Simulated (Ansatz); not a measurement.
C4H10As (SMILES [CH2]C(C)(C)[AsH2]), doublet, geometry from GFN2-xTB; Ansatz (an electronic-structure program) with PBE0/6-31G.

Ansatz was given this input:
Ansatz 0.2 input:
```yaml
crystal:
  periodic: [false, false, false]
  atoms:
    - {symbol: C, position_ang: [-1.39971709, -0.02774727, 1.36922598]}
    - {symbol: C, position_ang: [-0.97812280, 0.12996158, 0.02429981]}
    - {symbol: C, position_ang: [-1.15233389, 1.53356131, -0.53733861]}
    - {symbol: C, position_ang: [-1.49034675, -0.93643955, -0.93293301]}
    - {symbol: As, position_ang: [1.18561052, -0.16271413, 0.00291320]}
    - {symbol: H, position_ang: [-1.39896124, 0.80490829, 2.04952295]}
    - {symbol: H, position_ang: [-1.64575139, -0.99849019, 1.76069133]}
    - {symbol: H, position_ang: [-2.21201114, 1.76154937, -0.65414947]}
    - {symbol: H, position_ang: [-0.67256403, 1.62200928, -1.51394067]}
    - {symbol: H, position_ang: [-0.71436310, 2.27203018, 0.13412416]}
    - {symbol: H, position_ang: [-1.00997176, -0.84356970, -1.90882687]}
    - {symbol: H, position_ang: [-2.56686577, -0.83152136, -1.06945470]}
    - {symbol: H, position_ang: [-1.28979208, -1.93286927, -0.53933096]}
    - {symbol: H, position_ang: [1.39548342, 0.69269203, 1.21828712]}
    - {symbol: H, position_ang: [1.11277329, -1.37318878, 0.88741642]}
basis:
  gaussian:
    orbitals: 6-31G
hamiltonian:
  xc: pbe0
magnetization: {spin_polarized: true, initial_magnetization: 1}
```

### Question
Predict the main parts of the log of this Ansatz run.

### Answer

```
Functional definition: PBE0
1078 factors; integrals over basis functions are off by at most 3.4e-4 eV
mean field evaluation 1: about -65119.8637 eV, gradient 3.6e1 eV
mean field evaluation 2: about -65114.7788 eV, gradient 4.5e1 eV
mean field evaluation 4: about -65126.8488 eV, gradient 2.7e0 eV
mean field evaluation 8: about -65127.1149 eV, gradient 2.2e-1 eV
mean field evaluation 16: about -65127.1157 eV, gradient 5.2e-4 eV
mean field -65127.11568654 eV, -2393.3773567358 hartree, gradient 2.5e-5 eV, S^2 0.765867; 0 other end points of the search recorded, 0 dependent functions left out
reference -65127.11570900 eV, -2393.3773575613 hartree; 34, 33 occupied and 51, 52 virtual orbitals, 1078 factors
Total energy: -65127.11570900 eV, -2393.3773575613 hartree
```
